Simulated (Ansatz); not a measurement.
```yaml
crystal:
  periodic: [false, false, false]
  atoms:
    - {symbol: C, position_ang: [0.905014, -1.648518, 0.039424]}
    - {symbol: O, position_ang: [0.737945, -0.288537, 0.671380]}
    - {symbol: Mo, position_ang: [-0.495621, 0.989679, 0.288816]}
    - {symbol: O, position_ang: [-1.717742, -0.192131, -0.360452]}
    - {symbol: F, position_ang: [-1.243126, 1.985101, -0.807100]}
    - {symbol: S, position_ang: [-0.766126, 2.038130, 1.785667]}
    - {symbol: Cl, position_ang: [1.456613, 2.028848, -0.852528]}
    - {symbol: H, position_ang: [0.304458, -2.090974, -0.432279]}
    - {symbol: H, position_ang: [1.928454, -1.385204, -0.709302]}
    - {symbol: H, position_ang: [1.415959, -2.200772, 0.863562]}
    - {symbol: H, position_ang: [-2.418257, 0.099244, -0.853410]}
basis:
  gaussian: {orbitals: cc-pVTZ-DK, nuclear_model: gaussian}
magnetization: {spin_polarized: true, initial_magnetization: 0}
hamiltonian: {xc: {name: PBE0}}
scf: {lower_state_search: off}
relax: {f_tol: 0.0001, max_steps: 3}
output: {forces: true}
```

```sh
$ ansatz run in.yaml --threads 2 --pin off --events-out ev --progress --plain --max-ram 20480MiB --backend cuda --devices 0, --max-vram 18GiB
```

It prints (some lines left out):

```
Functional definition: PBE0
2200 factors; their error is unknown
mean field evaluation 1: about -141474.6884 eV, gradient 5.6e1 eV
mean field evaluation 2: about -141393.3525 eV, gradient 1.6e2 eV
mean field evaluation 4: about -141483.9894 eV, gradient 1.9e1 eV
mean field evaluation 8: about -141485.2570 eV, gradient 3.3e-1 eV
mean field evaluation 16: about -141485.6864 eV, gradient 2.6e-3 eV
mean field -141485.68635141 eV, -5199.5030709715 hartree, gradient 5.7e-6 eV, S^2 0.000000; 0 other end points of the search recorded, 0 dependent functions left out
reference -141485.68640560 eV, -5199.5030729630 hartree; 55, 55 occupied and 266, 266 virtual orbitals, 2200 factors
relax step   1: F+E_penalty+E_count = -141485.68635141 eV  Δ(F+E_penalty+E_count) = +0.000e0 eV  max|allowed force component| = 1.514e1 eV/Å  Δτ_max = 0.0000 Å  (23 SCF iters, accepted)
2200 factors; their error is unknown
mean field evaluation 32: about -141490.0704 eV, gradient 3.3e-3 eV
mean field -141490.07043804 eV, -5199.6641831836 hartree, gradient 2.2e-6 eV, S^2 0.000000; 0 other end points of the search recorded, 0 dependent functions left out
reference -141490.07049198 eV, -5199.6641851658 hartree; 55, 55 occupied and 266, 266 virtual orbitals, 2200 factors
relax step   2: F+E_penalty+E_count = -141490.07043804 eV  Δ(F+E_penalty+E_count) = -4.384e0 eV  max|allowed force component| = 4.412e0 eV/Å  Δτ_max = 0.1937 Å  (31 SCF iters, accepted)
2200 factors; their error is unknown
mean field -141490.67211634 eV, -5199.6862944534 hartree, gradient 1.8e-6 eV, S^2 0.000000; 0 other end points of the search recorded, 0 dependent functions left out
reference -141490.67216980 eV, -5199.6862964178 hartree; 55, 55 occupied and 266, 266 virtual orbitals, 2200 factors
relax step   3: F+E_penalty+E_count = -141490.67211634 eV  Δ(F+E_penalty+E_count) = -6.017e-1 eV  max|allowed force component| = 1.612e0 eV/Å  Δτ_max = 0.1751 Å  (32 SCF iters, accepted)
Error: geometry relaxation did not converge after 3 steps: max|allowed force component| = 1.61e0 eV/Å (threshold 1.0e-4). Raise `relax.max_steps` over both its present limit and 3, loosen `relax.f_tol`, or start from a geometry closer to equilibrium. Where this run's directory can be resumed (`checkpoint.write`), a resume goes on for up to `relax.max_steps` more
```

**Question.** Something in this input is off. What?

**Answer.** The relaxation is allowed too few steps for its threshold. The run did not converge.
